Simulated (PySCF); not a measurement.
Compound: C8H8.
Structure used (PBE0-D3(BJ)/def2-SVP), in Å, numbered top down from 1:
```
atom  x, y, z in Å
C1    -0.3294    0.4668   -1.5410
C2     0.3506   -0.6884   -1.6545
C3     0.3875   -1.4001   -0.3677
C4     0.9480   -0.6865    0.9306
C5     1.4398    0.6982    0.8685
C6     0.4961    1.5175    0.3703
C7    -0.7121    0.7174   -0.0908
C8    -0.5046   -0.6602    0.5769
H9    -0.4381    1.2219   -2.3230
H10    0.8619   -1.0348   -2.5548
H11    0.4660   -2.4899   -0.3402
H12    1.3383   -1.3794    1.6804
H13    2.4558    0.9943    1.1368
H14    0.6276    2.5781    0.1437
H15   -1.6904    1.1934    0.0698
H16   -1.2804   -1.1424    1.1768
```

Level: PBE0/pcSseg-1 and wB97X-D/def2-SVPD in PySCF, non-relativistic, on one gas-phase PBE0-D3(BJ)/def2-SVP geometry that isn't relaxed in the solvent. The solvent is an IEF-PCM continuum (Bondi radii, 1.10 Å for H, scaled by 1.2). Specific hydrogen bonds and non-electrostatic terms are outside this model.

Gas phase at PBE0/pcSseg-1: HOMO -6.58 eV, LUMO 0.09 eV, dipole 0.23 D.

What does the continuum do to the energy, the frontier levels and the dipole at PBE0/pcSseg-1 in acetone and acetonitrile?

```tsv
solvent	ε	E(solvent) − E(gas) (kcal/mol)	polarisation term (kcal/mol)	distortion of the solute (kcal/mol)	HOMO (eV)	LUMO (eV)	dipole (D)
acetone	20.49	-2.88	-3.15	0.27	-6.62	0.03	0.32
acetonitrile	35.69	-3.00	-3.29	0.29	-6.63	0.02	0.33
```

Polarisation term: ½ Σ q·V over the induced surface charges. Distortion: the rise of the solute's own energy as its density leaves the gas-phase optimum. From acetone to acetonitrile the lowering changes by a factor 1.04, Onsager's factor (ε − 1)/(2ε + 1) by 1.03 and ε itself by 1.7.

Which Hirshfeld charges (PBE0/pcSseg-1) respond most in acetone (means over atoms taken as equivalent)?

```json
{"atoms": "C2/C5", "environment": "alkene CH carbon", "gas (e)": "-0.061", "solvent (e)": "-0.069", "change": "-0.008"}
{"atoms": "H11/H12", "environment": "methine hydrogen", "gas (e)": "+0.049", "solvent (e)": "+0.054", "change": "+0.005"}
{"atoms": "C1/C6", "environment": "alkene CH carbon", "gas (e)": "-0.053", "solvent (e)": "-0.058", "change": "-0.005"}
{"atoms": "H15", "environment": "methine hydrogen", "gas (e)": "+0.042", "solvent (e)": "+0.046", "change": "+0.004"}
{"atoms": "H16", "environment": "methine hydrogen", "gas (e)": "+0.051", "solvent (e)": "+0.055", "change": "+0.004"}
{"atoms": "H9/H14", "environment": "vinylic hydrogen", "gas (e)": "+0.046", "solvent (e)": "+0.051", "change": "+0.005"}
```

Gas phase at wB97X-D/def2-SVPD: HOMO -8.37 eV, LUMO 1.80 eV, dipole 0.23 D.

What does the continuum do to the energy, the frontier levels and the dipole at wB97X-D/def2-SVPD in acetone and acetonitrile?

```json
{"solvent": "acetone", "ε": "20.49", "E(solvent) − E(gas) (kcal/mol)": "-2.80", "polarisation term (kcal/mol)": "-3.11", "distortion of the solute (kcal/mol)": "0.31", "HOMO (eV)": "-8.39", "LUMO (eV)": "1.76", "dipole (D)": "0.32"}
{"solvent": "acetonitrile", "ε": "35.69", "E(solvent) − E(gas) (kcal/mol)": "-2.92", "polarisation term (kcal/mol)": "-3.25", "distortion of the solute (kcal/mol)": "0.33", "HOMO (eV)": "-8.40", "LUMO (eV)": "1.76", "dipole (D)": "0.32"}
```

How does the static polarisability (wB97X-D/def2-SVPD, frozen core, with the continuum's full static response) change?

```tsv
medium	isotropic (au)	principal values (au)	⟨r²⟩ of the electrons (bohr²)
gas	81.0	69.6, 84.1, 89.3	672.2
acetone	113.2	96.4, 116.1, 127.2	671.3
acetonitrile	114.7	97.7, 117.5, 128.9	671.3
```

The isotropic value in acetonitrile is 1.42 times the gas-phase one; no cavity-field correction is applied. ⟨r²⟩ is taken about the centre of nuclear charge.

The pairwise dispersion term of wB97X-D wasn't added to the energies; at a given geometry it leaves orbitals and properties as they are.
